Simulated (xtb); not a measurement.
C$_{4}$H$_{9}$, charge +1, singlet, from a rough starting geometry; GFN2-xTB (xtb).

Here is a job for xtb.
```
$ xtb mol.xyz --gfn 2 --chrg 1 --opt vtight --json

# file mol.xyz
13

C     -0.37628679     1.42747164     0.23849135
C     -0.00706248    -0.04815463     0.18461731
C      1.39126002    -0.43370183     0.30587099
C     -0.99028429    -0.95567734    -0.44962513
H     -0.16883338     1.86791973    -0.66883184
H      0.21398275     1.88036657     1.02787317
H     -1.51428541     1.57999227     0.49722499
H      1.90324085    -0.27608335    -0.67976871
H      1.48761860    -1.48409125     0.62058276
H      1.91374423     0.08284081     1.06127021
H     -0.91334861    -0.85828374    -1.56990972
H     -0.84433470    -1.97360527    -0.20228871
H     -2.05159256    -0.68216817    -0.19606433
```

Problem. Predict the main parts of the log of this xtb run.

Solution. 
```
   ID    Z sym.   atoms
    1    6 C      1-4
    2    1 H      5-13

           -------------------------------------------------
          |                Calculation Setup                |
           -------------------------------------------------

           -------------------------------------------------
          |                 G F N 2 - x T B                 |
           -------------------------------------------------

          ...................................................
          :                      SETUP                      :
          :.................................................:
          :  # basis functions                  25          :
          :  # atomic orbitals                  25          :
          :  # shells                           17          :
          :  # electrons                        24          :
          :  max. iterations                   250          :
          :  Hamiltonian                  GFN2-xTB          :
          :  restarted?                      false          :
          :  GBSA solvation                  false          :
          :  PC potential                    false          :
          :  electronic temp.          300.0000000     K    :
          :  accuracy                    1.0000000          :
          :  -> integral cutoff          0.2500000E+02      :
          :  -> integral neglect         0.1000000E-07      :
          :  -> SCF convergence          0.1000000E-05 Eh   :
          :  -> wf. convergence          0.1000000E-03 e    :
          :  Broyden damping             0.4000000          :
          :  net charge                          1          :
          :  unpaired electrons                  0          :
          ...................................................

 iter      E             dE          RMSdq      gap      omega  full diag
   1    -12.7750605 -0.127751E+02  0.432E+00    4.26       0.0  T
   2    -12.8359481 -0.608875E-01  0.213E+00    2.59       1.0  T
   3    -12.8548901 -0.189420E-01  0.167E+00    3.42       1.0  T
   4    -12.8656570 -0.107669E-01  0.185E-01    2.94       1.0  T
   5    -12.8659492 -0.292191E-03  0.726E-02    3.01       1.0  T
   6    -12.8659455  0.373942E-05  0.276E-02    3.00       1.0  T
   7    -12.8659531 -0.767616E-05  0.479E-03    3.01       5.8  T
   8    -12.8659531  0.505509E-07  0.301E-03    3.01       9.2  T
   9    -12.8659532 -0.105082E-06  0.316E-04    3.01      87.6  T
[...]
 * total energy  :   -12.6828222 Eh     change       -0.5751978E-04 Eh
 * total energy  :   -12.6828701 Eh     change       -0.4787216E-04 Eh
 * total energy  :   -12.6828902 Eh     change       -0.2005094E-04 Eh
 * total energy  :   -12.6828947 Eh     change       -0.4511488E-05 Eh
 * total energy  :   -12.6828951 Eh     change       -0.4651904E-06 Eh
 * total energy  :   -12.6828954 Eh     change       -0.2141666E-06 Eh
 * total energy  :   -12.6828955 Eh     change       -0.1354286E-06 Eh
 * total energy  :   -12.6828958 Eh     change       -0.3145376E-06 Eh
 * total energy  :   -12.6828966 Eh     change       -0.7728057E-06 Eh
 * total energy  :   -12.6828975 Eh     change       -0.9052972E-06 Eh
 * total energy  :   -12.6828979 Eh     change       -0.4275321E-06 Eh
 * total energy  :   -12.6828980 Eh     change       -0.7710207E-07 Eh
   *** GEOMETRY OPTIMIZATION CONVERGED AFTER 37 ITERATIONS ***
         :: total energy             -12.682897985499 Eh    ::
[...]
    11   1 H        0.924     0.160     1.326     1.801
    12   1 H        0.925     0.114     1.667     2.019
    13   1 H        0.924     0.160     1.328     1.802

 Mol. C6AA /au·bohr⁶  :        914.379778
 Mol. C8AA /au·bohr⁸  :      20208.423664
 Mol. α(0) /au        :         45.735293

Wiberg/Mayer (AO) data.
largest (>0.10) Wiberg bond orders for each atom

 ---------------------------------------------------------------------------
     #   Z sym  total        # sym  WBO       # sym  WBO       # sym  WBO
 ---------------------------------------------------------------------------
     1   6 C    3.980 --     2 C    1.184     7 H    0.971     6 H    0.877
                             5 H    0.877
     2   6 C    3.849 --     3 C    1.184     1 C    1.184     4 C    1.184
     3   6 C    3.980 --     2 C    1.184    10 H    0.971     8 H    0.878
                             9 H    0.877
     4   6 C    3.980 --     2 C    1.184    12 H    0.971    13 H    0.878
                            11 H    0.877
     5   1 H    0.974 --     1 C    0.877
     6   1 H    0.974 --     1 C    0.877
     7   1 H    0.987 --     1 C    0.971
     8   1 H    0.974 --     3 C    0.878
     9   1 H    0.974 --     3 C    0.877
    10   1 H    0.987 --     3 C    0.971
    11   1 H    0.974 --     4 C    0.877
    12   1 H    0.987 --     4 C    0.971
    13   1 H    0.974 --     4 C    0.878
 ---------------------------------------------------------------------------

Topologies differ in total number of bonds
Writing topology from bond orders to xtbtopo.mol

molecular dipole:
                 x           y           z       tot (Debye)
 q only:        0.006       0.018       0.025
   full:        0.006       0.018       0.025       0.080
molecular quadrupole (traceless):
                xx          xy          yy          xz          yz          zz
 q only:        1.926      -0.422       2.032       1.743       1.541      -3.957
  q+dip:        1.835      -0.402       1.938       1.664       1.469      -3.774
   full:        1.568      -0.344       1.657       1.424       1.256      -3.226

optimized geometry written to: xtbopt.xyz

           -------------------------------------------------
          | TOTAL ENERGY              -12.682897985499 Eh   |
          | GRADIENT NORM               0.000124197702 Eh/α |
          | HOMO-LUMO GAP               3.686979960326 eV   |
           -------------------------------------------------
```
